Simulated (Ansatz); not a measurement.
H4InOP (`O[PH][InH2]`). The species carries charge 0 and has multiplicity 1. In: def2 effective core potential.

Z-matrix (Å, degrees):
```
P
In 1 2.503
O 1 1.670 2 100.9
H 1 1.430 2 92.3 3 -100.8
H 2 1.728 1 117.4 3 162.2
H 2 1.723 1 120.5 3 -21.9
H 3 0.960 1 109.0 2 153.3
```

Question: What are the harmonic wavenumbers in cm⁻¹ at PBE0-D4/def2-TZVP (Ansatz, finite differences of forces, unscaled)? (An estimate is asked.)

Answer: The calculation gave: 137, 147, 236, 291, 352, 436, 580, 614, 792, 934, 1084, 1798, 1814, 2325, 3872.

Question: Is this a minimum?

Answer: Yes, all 15 modes are real.

Question: Give the ideal-gas thermochemistry at 298.15 K and 1 bar (rigid rotor, harmonic oscillator; point group C1, symmetry number 1).

Answer: Zero-point energy 92.2 kJ/mol; H(298) − E = 110.9 kJ/mol; entropy 333.3 J/(mol·K), of which translation 172.6, rotation 109.8, vibration 51.0; G(298) − E = 11.6 kJ/mol.

Question: And at 400, 500, 600, 800 and 1000 K?

Answer: 
```csv
T (K),H − E (kJ/mol),S (J/mol/K),G − E (kJ/mol)
400,120.8,361.8,-23.9
500,131.5,385.5,-61.3
600,142.9,406.3,-100.9
800,167.4,441.4,-185.8
1000,193.5,470.6,-277.1
```
